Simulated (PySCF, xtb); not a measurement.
CH8N2OSi2, SMILES N[Si@]1(O)CN[SiH2]1. One conformer was computed; it need not be the lowest.

Harmonic wavenumbers (cm⁻¹) from GFN2-xTB in xtb at its own minimum, in rising order: 78, 103, 159, 196, 212, 227, 272, 368, 413, 429, 442, 462, 536, 644, 664, 736, 770, 806, 821, 852, 898, 935, 1073, 1136, 1162, 1326, 1495, 1507, 2110, 2154, 2869, 2907, 3478, 3478, 3533, 3690.

Task: What does PySCF 2.14.0 with PBE-D3(BJ)/def2-SVP give at its own minimum? (Estimate from the structure and the level; the computed values follow.)

Result: 23, 70, 141, 223, 231, 261, 311, 389, 400, 433, 441, 450, 631, 643, 721, 742, 781, 789, 826, 842, 903, 968, 1048, 1116, 1133, 1284, 1427, 1491, 2083, 2100, 2900, 2949, 3470, 3506, 3567, 3742. Paired by order, the mean absolute difference is 28 cm⁻¹ and the zero-point energies are 61.4 and 61.5 kcal/mol.
